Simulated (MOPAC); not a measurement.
Spectroscopic constants of TiO+, multiplicity 2 (lowest of 2S+1 = 2, 4, 6, 8 at CCSD(T)/def2-TZVPP on PBE0 minima; our sources give no spin for the ground state, which may be another). No spin–orbit coupling. Ti is treated without relativity.

Seven points along R, fitted to fifth degree in 1/R; most abundant isotopes. In def2 and cc sets the state is the lowest found near the PBE0 minimum, followed along R.

The state reached by PM6 isn't checked.

The values were computed with MOPAC for PM6 (differences of heats of formation). 

Energies at PM6:

| R (Å) | E (hartree) |
|---|---|
| 1.446253 | 0.31630187 |
| 1.485131 | 0.30862871 |
| 1.520898 | 0.30400121 |
| 1.561331 | 0.30120070 |
| 1.601764 | 0.30062953 |
| 1.648417 | 0.30233953 |
| 1.702846 | 0.30705250 |

### Question
With a reduced mass of 11.9939 u, find the minimum, the force constant and the constants.

### Answer
A fifth-degree polynomial in 1/R puts the minimum at r_e = 1.5927 Å with force constant 528 N/m. Then ω_e = (1/2πc)√(k/μ) = 864 cm⁻¹ and B_e = h/(8π²cμr_e²) = 0.5541 cm⁻¹; the cubic and quartic terms give α_e = 0.0020 and ω_e x_e = 1.0 cm⁻¹.
